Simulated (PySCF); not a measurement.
**How methods differ on the excitation energy of Ta+**

Ta+ [Xe] 4f14 5d3 6s1 (5F) → Ta+ [Xe] 4f14 5d3 6p1 (high-spin determinant), as a difference of total energies. All numbers are calculated (PySCF 2.14, scalar relativity through the core potential, in def2-TZVPPD with the def2 core potential (60 electrons) (6s5p3d2f1g, 59 functions)). Correlated levels: valence: 5s2 5p6 frozen; valence and next inner shell: nothing frozen outside the core potential. The calculations carry no spin-orbit coupling.

```
                                method  excitation energy (eV)
                                   UHF                   4.874
                                   LDA                   5.284
                                   PBE                   5.149
                                  PBE0                   5.111
                                r2SCAN                   5.301
                                  BLYP                   5.128
                                  TPSS                   5.075
                                 TPSSh                   5.065
                               r2SCANh                   5.279
                         MP2 (valence)                   4.957
                     SCS-MP2 (valence)                   4.901
    MP2 (valence and next inner shell)                   5.238
SCS-MP2 (valence and next inner shell)                   5.142
```

Q: How much does correlation contribute at MP2 (valence and next inner shell)?

A: 5.238 − (4.874) = 0.364 eV, measured against UHF.

The determinant of the upper state mixes LS terms, which raises its energy above the lowest term, most at the Hartree-Fock and MP2 levels.
